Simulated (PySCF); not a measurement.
CH5AlSe (SMILES [CH3][AlH][SeH]), singlet, at a GFN2-xTB geometry (such geometries of metal compounds can be far from the true shape), with bond 8-7 at 1.8 times its length; CASSCF(2,4)/6-31G (PySCF).

Here is a job for PySCF.
```python
from pyscf import gto, scf, mcscf
import numpy

mol = gto.Mole()
mol.atom = '''
    Al    0.03162148   -0.66146479    1.02193501
    H    -1.24123341   -1.33780731    1.57306664
    C     1.79830464   -0.79970951    1.90140242
    H     1.76009954   -1.40617865    2.81294881
    H     2.19800090    0.18182988    2.18689304
    H     2.55362011   -1.25339300    1.24691682
    Se   -0.43127316    0.50372605   -0.93228761
    H    -2.90957375   -0.24788838   -0.72227914
'''
mol.basis = '6-31g'
mol.verbose = 4
mol.build()

mf = scf.RHF(mol)
mf.kernel()
mc = mcscf.CASSCF(mf, 4, 2)
mc.fix_spin_(ss=0.0)
mc.kernel()
occ = numpy.linalg.eigvalsh(mc.fcisolver.make_rdm1(mc.ci, mc.ncas, mc.nelecas))[::-1]
ss = mc.fcisolver.spin_square(mc.ci, mc.ncas, mc.nelecas)[0]
print('natural occupations', occ.round(4), ' <S^2>', round(ss, 4))
```

The log (banner, timings and long lists left out):

```
PySCF version 2.14.0

[INPUT] verbose = 4
[INPUT] num. atoms = 8
[INPUT] num. electrons = 58
[INPUT] charge = 0
[INPUT] spin (= nelec alpha-beta = 2S) = 0
[INPUT] symmetry False subgroup None
[INPUT] Mole.unit = angstrom
[INPUT] Symbol           X                Y                Z      unit          X                Y                Z       unit  Magmom
[INPUT]  1 Al     0.031621480000  -0.661464790000   1.021935010000 AA    0.059755936853  -1.249987294143   1.931177286005 Bohr   0.0
[INPUT]  2 H     -1.241233410000  -1.337807310000   1.573066640000 AA   -2.345591201560  -2.528089423341   2.972665125290 Bohr   0.0
[INPUT]  3 C      1.798304640000  -0.799709510000   1.901402420000 AA    3.398303258135  -1.511231953110   3.593129826385 Bohr   0.0
[INPUT]  4 H      1.760099540000  -1.406178650000   2.812948810000 AA    3.326106082573  -2.657292530711   5.315702853321 Bohr   0.0
[INPUT]  5 H      2.198000900000   0.181829880000   2.186893040000 AA    4.153619722548   0.343608674463   4.132628909318 Bohr   0.0
[INPUT]  6 H      2.553620110000  -1.253393000000   1.246916820000 AA    4.825642634082  -2.368569496447   2.356331289914 Bohr   0.0
[INPUT]  7 Se    -0.431273160000   0.503726050000  -0.932287610000 AA   -0.814988157276   0.951904276309  -1.761768252225 Bohr   0.0
[INPUT]  8 H     -2.909573750000  -0.247888380000  -0.722279140000 AA   -5.498297526724  -0.468441147662  -1.364909760086 Bohr   0.0

nuclear repulsion = 201.343086367335
number of shells = 33
number of NR pGTOs = 178
number of NR cGTOs = 59
basis = 6-31g
ecp = {}

******** <class 'pyscf.scf.hf.RHF'> ********
method = RHF
initial guess = minao
damping factor = 0
level_shift factor = 0
DIIS = <class 'pyscf.scf.diis.CDIIS'>
diis_start_cycle = 1
diis_space = 8
diis_damp = 0
SCF conv_tol = 1e-09
SCF conv_tol_grad = None
SCF max_cycles = 50
direct_scf = True
direct_scf_tol = 1e-13
Set gradient conv threshold to 3.16228e-05
Initial guess from minao.
init E= -2680.89573436242
  HOMO = -0.288697419904646  LUMO = -0.139171517486512  gap/eV = 4.06881
cycle= 1 E= -2681.92759900269  delta_E= -1.03  |g|= 0.381  |ddm|= 2.24
  HOMO = -0.266974233990546  LUMO = -0.0810985954857664  gap/eV = 5.05793
cycle= 2 E= -2681.98526790735  delta_E= -0.0577  |g|= 0.322  |ddm|= 1.09
  HOMO = -0.3544605935843  LUMO = -0.072868173619165  gap/eV = 7.66252
cycle= 3 E= -2682.01895386376  delta_E= -0.0337  |g|= 0.0444  |ddm|= 0.459
  HOMO = -0.359662130526104  LUMO = -0.0471127470736192  gap/eV = 8.50490
cycle= 4 E= -2682.02047909756  delta_E= -0.00153  |g|= 0.0118  |ddm|= 0.142
  HOMO = -0.356493394073895  LUMO = -0.0451233294811031  gap/eV = 8.47281
cycle= 5 E= -2682.0206069286  delta_E= -0.000128  |g|= 0.00327  |ddm|= 0.0334
  HOMO = -0.355330250305395  LUMO = -0.0455019010501498  gap/eV = 8.43086
cycle= 6 E= -2682.02061975259  delta_E= -1.28e-05  |g|= 0.00091  |ddm|= 0.0138
  HOMO = -0.355358253227232  LUMO = -0.0451400701528621  gap/eV = 8.44147
cycle= 7 E= -2682.02062075847  delta_E= -1.01e-06  |g|= 0.000358  |ddm|= 0.00341
  HOMO = -0.355354587471971  LUMO = -0.0450451282555191  gap/eV = 8.44395
cycle= 8 E= -2682.02062094662  delta_E= -1.88e-07  |g|= 0.000144  |ddm|= 0.00136
  HOMO = -0.355344336855006  LUMO = -0.0450589982342446  gap/eV = 8.44329
cycle= 9 E= -2682.02062099965  delta_E= -5.3e-08  |g|= 6.13e-05  |ddm|= 0.000768
  HOMO = -0.355358478044558  LUMO = -0.0450635019742149  gap/eV = 8.44356
cycle= 10 E= -2682.02062101116  delta_E= -1.15e-08  |g|= 1.05e-05  |ddm|= 0.000505
  HOMO = -0.355359757005428  LUMO = -0.0450635957846677  gap/eV = 8.44359
cycle= 11 E= -2682.02062101139  delta_E= -2.35e-10  |g|= 2.42e-06  |ddm|= 6.94e-05
  HOMO = -0.355359782100575  LUMO = -0.0450636490248639  gap/eV = 8.44359
Extra cycle  E= -2682.0206210114  delta_E= -5e-12  |g|= 1.14e-06  |ddm|= 6.91e-06
converged SCF energy = -2682.0206210114

******** <class 'pyscf.mcscf.mc1step.CASSCF'> ********
CAS (1e+1e, 4o), ncore = 28, nvir = 27
max_cycle_macro = 50
max_cycle_micro = 4
conv_tol = 1e-07
conv_tol_grad = None
orbital rotation max_stepsize = 0.02
orbital rotation threshold for CI restart = 0.01
augmented hessian ah_max_cycle = 30
augmented hessian ah_conv_tol = 1e-12
augmented hessian ah_linear dependence = 1e-14
augmented hessian ah_level shift = 1e-08
augmented hessian ah_start_tol = 2.5
augmented hessian ah_start_cycle = 3
augmented hessian ah_grad_trust_region = 3
kf_trust_region = 3
kf_interval = 4
ci_response_space = 4
ci_grad_trust_region = 3
with_dep4 0
natorb = False
canonicalization = True
sorting_mo_energy = False
ao2mo_level = 2
internal_rotation = False
******** <class 'pyscf.fci.addons.SpinPenaltyFCISolver'> ********
max. cycles = 50
conv_tol = 1e-08
davidson only = True
linear dependence = 1e-12
level shift = 0.001
max iter space = 12
nroots = 1
pspace_size = 400
spin = None
CASCI E = -2682.07127237532  S^2 = 0.0000000
Set conv_tol_grad to 0.000316228
macro iter   1 ( 20 JK    4 micro), CASSCF E = -2682.09250958828  dE = -2.12372130e-02  S^2 = 0.0000000
               |grad[o]|=0.0807  |grad[c]|=0.0288  |ddm|=0.043  |maxRot[o]|=0.173
macro iter   2 ( 20 JK    4 micro), CASSCF E = -2682.09379090317  dE = -1.28131489e-03  S^2 = 0.0000000
               |grad[o]|=0.0183  |grad[c]|=0.00214  |ddm|=0.00381  |maxRot[o]|=0.254
macro iter   3 ( 21 JK    4 micro), CASSCF E = -2682.09384392321  dE = -5.30200386e-05  S^2 = 0.0000000
               |grad[o]|=0.00388  |grad[c]|=0.000627  |ddm|=0.000983  |maxRot[o]|=0.314
macro iter   4 ( 21 JK    4 micro), CASSCF E = -2682.09390064905  dE = -5.67258403e-05  S^2 = 0.0000000
               |grad[o]|=0.00284  |grad[c]|=0.000437  |ddm|=0.000728  |maxRot[o]|=0.313
macro iter   5 ( 21 JK    4 micro), CASSCF E = -2682.09394662843  dE = -4.59793791e-05  S^2 = 0.0000000
               |grad[o]|=0.00195  |grad[c]|=0.000368  |ddm|=0.000662  |maxRot[o]|=0.311
macro iter   6 ( 21 JK    4 micro), CASSCF E = -2682.09396258717  dE = -1.59587385e-05  S^2 = 0.0000000
               |grad[o]|=0.00104  |grad[c]|=0.000229  |ddm|=0.000222  |maxRot[o]|=0.244
macro iter   7 ( 21 JK    4 micro), CASSCF E = -2682.09396595764  dE = -3.37046777e-06  S^2 = 0.0000000
               |grad[o]|=0.000408  |grad[c]|=0.000129  |ddm|=4.25e-05  |maxRot[o]|=0.307
macro iter   8 ( 21 JK    4 micro), CASSCF E = -2682.09396847952  dE = -2.52187920e-06  S^2 = 0.0000000
               |grad[o]|=0.000286  |grad[c]|=8.76e-05  |ddm|=4.91e-05  |maxRot[o]|=0.291
macro iter   9 (  6 JK    1 micro), CASSCF E = -2682.09396894215  dE = -4.62636308e-07  S^2 = 0.0000000
               |grad[o]|=0.000157  |grad[c]|=8.02e-05  |ddm|=1.76e-05  |maxRot[o]|=0.0799
macro iter  10 (  6 JK    1 micro), CASSCF E = -2682.09396932404  dE = -3.81884092e-07  S^2 = 0.0000000
               |grad[o]|=0.000122  |grad[c]|=8.54e-05  |ddm|=2.36e-05  |maxRot[o]|=0.0799
macro iter  11 (  6 JK    1 micro), CASSCF E = -2682.09396957214  dE = -2.48105607e-07  S^2 = 0.0000000
               |grad[o]|=9.11e-05  |grad[c]|=9.14e-05  |ddm|=3.11e-05  |maxRot[o]|=0.0799
macro iter  12 (  5 JK    1 micro), CASSCF E = -2682.09396965806  dE = -8.59131433e-08  S^2 = 0.0000000
               |grad[o]|=4.61e-05  |grad[c]|=7.55e-05  |ddm|=3.48e-05  |maxRot[o]|=0.0599
macro iter  13 (  1 JK    1 micro), CASSCF E = -2682.09396965807  dE = -1.00044417e-11  S^2 = 0.0000000
               |grad[o]|=2.35e-05  |grad[c]|=4.95e-06  |ddm|=4.12e-06  |maxRot[o]|=    0
1-step CASSCF converged in  13 macro (190 JK  37 micro) steps
CASSCF canonicalization
Density matrix diagonal elements [1.60525939e+00 3.91119568e-01 4.69631485e-06 3.61635067e-03]
CASSCF energy = -2682.09396965807
CASCI E = -2682.09396965807  E(CI) = -1.15271494080480  S^2 = 0.0000000
natural occupations [1.6053e+00 3.9450e-01 1.0000e-04 0.0000e+00]  <S^2> 0.0
```
